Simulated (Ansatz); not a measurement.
The same path of BCl2HO + H2 (7 atoms, charge 0, multiplicity 1) was run 3 times with different band settings. Lost on the way: H6–H7. Made: B1–H6, O2–H7.

Computed with RKS B3LYP-D4/def2-SVP in Ansatz 0.2.0.

Relaxed end points:

```xyz
7
Properties=species:S:1:pos:R:3
B 0.124 -0.706 -0.143
O 0.491 -0.414 1.110
H 0.223 0.470 1.403
Cl 0.542 -2.278 -0.813
Cl -0.775 0.463 -1.139
H -0.594 2.300 1.326
H -0.344 2.383 2.041
```

```xyz
7
Properties=species:S:1:pos:R:3
B 0.154 0.420 -0.100
O 0.070 0.612 1.557
H 0.261 -0.273 1.926
Cl 0.646 -1.344 -0.250
Cl -1.571 0.793 -0.610
H 0.975 1.206 -0.480
H -0.869 0.805 1.743
```

Common settings: movable images 5; climbing image yes; optimiser quadratic models (default); force threshold 0.05 eV/Å; iteration limit 60; end points relaxed.

| run | spring | start path |
| --- | --- | --- |
| 1 | 5.0 eV/Å² | through a guess of the saddle point |
| 2 | 0.5 eV/Å² | through a guess of the saddle point |
| 3 | 5.0 eV/Å² | straight line |

Q: What does each run give, and how far can it be trusted?

A: Run 1: converged after 24 iterations, highest image 2.025 eV above the first end. Neighbouring images differ by up to 2.0 eV, so the band resolves the path poorly. A vibrational analysis at the climbing image gives one clearly imaginary mode, 1441i cm⁻¹: a first-order saddle point.
Run 2: converged after 25 iterations, highest image 2.025 eV above the first end. Neighbouring images differ by up to 2.0 eV, so the band resolves the path poorly. Another band between the same ends (5 images) ends at a top of the same energy, where a vibrational analysis finds 1 clearly imaginary mode.
Run 3: converged after 31 iterations, highest image 2.025 eV above the first end. Neighbouring images differ by up to 2.0 eV, so the band resolves the path poorly. Another band between the same ends (5 images) ends at a top of the same energy, where a vibrational analysis finds 1 clearly imaginary mode.
The orbitals stay closed-shell, which can raise the energy where a bond breaks towards radicals; this wasn't checked here.
